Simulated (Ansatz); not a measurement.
Relaxation of FH4NOSeSi (9 atoms, charge 0, multiplicity 1), to a largest force component of 0.015 eV/Å in at most 40 steps.

These are results of Ansatz, RKS PBE0/def2-mTZVP, not measurements.

```xyz
9
Properties=species:S:1:pos:R:3
N -0.448 0.295 -1.428
Si 0.114 -0.446 0.047
O 1.660 -1.058 -0.253
F -0.838 -1.696 0.478
Se 0.196 1.081 1.720
H -1.434 0.753 -1.208
H 0.161 1.152 -1.632
H 1.993 -1.469 0.608
H -1.315 1.341 1.652
```

Task: Where does it end, and by what steps?

Result: The run converged. After 13 steps the energy has fallen by 0.599 eV; H6 moved furthest, 0.61 Å.

| step | energy less start (eV) | largest force component (eV/Å) | accepted |
| --- | --- | --- | --- |
| 0 | 0.0000 | 2.486 | yes |
| 1 | -0.3790 | 1.233 | yes |
| 2 | -0.4943 | 0.758 | yes |
| 3 | -0.5440 | 0.982 | yes |
| 4 | -0.5741 | 0.200 | yes |
| 5 | -0.5851 | 0.474 | yes |
| 6 | -0.5937 | 0.220 | yes |
| 7 | -0.5864 | 0.609 | no |
| 8 | -0.5949 | 0.165 | yes |
| 9 | -0.5976 | 0.049 | yes |
| 10 | -0.5991 | 0.035 | yes |
| 11 | -0.5992 | 0.040 | yes |
| 12 | -0.5993 | 0.018 | yes |
| 13 | -0.5994 | 0.015 | yes |

```xyz
9
Properties=species:S:1:pos:R:3
N -0.395 0.364 -1.413
Si 0.076 -0.329 0.058
O 1.535 -1.032 -0.158
F -1.090 -1.376 0.395
Se 0.326 1.009 1.893
H -1.367 0.373 -1.682
H 0.122 1.122 -1.833
H 2.014 -1.300 0.633
H -1.133 1.122 2.090
```

Time of the run: 60 s on 2 threads of AMD EPYC 7R43 64-Core Processor (Zen 3) (shared host), peak memory 0.36 GiB.
